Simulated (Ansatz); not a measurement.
Stretching the Al1–H2 bond in AlClH2 (SMILES [AlH2][Cl]) (multiplicity 1 held, fragments rigid). Energies count from the point at 1.569 Å.
Geometry at that point (charge 0, multiplicity 1):
```xyz
4

Al    -0.005    -0.351    -1.014
H     -1.393    -0.455    -1.740
H      1.376    -0.722    -1.661
Cl     0.005     0.338     0.976
```

Restricted levels (R-, RO-) in cc, def2 and unpolarised 6-31G sets keep to the state of the molecule at rest. U- levels take the lowest unrestricted solution at each point, which mixes spins at long bonds. Levels need not reach the same state.

Correlated levels freeze the cores.

Programs: Ansatz (Gaussian orbitals). Each number belongs to the level named beside it.

Q: One of these levels gives 80.88 kcal/mol for the energy at R = 5.022 Å. Which one is it?
(A) U-HF/cc-pV(D+d)Z
(B) U-MP2/cc-pV(D+d)Z
(C) R-SCS-MP2/cc-pV(D+d)Z

A: B, U-MP2/cc-pV(D+d)Z. The others give 67.74 (U-HF/cc-pV(D+d)Z), 106.56 (R-SCS-MP2/cc-pV(D+d)Z)

Doubts at one or more of the structures used: a spin-contaminated determinant (U-HF/cc-pV(D+d)Z, U-MP2/cc-pV(D+d)Z); a restricted determinant that unrestricted orbitals would lower (R-SCS-MP2/cc-pV(D+d)Z).

Ansatz is a program for electronic structure.
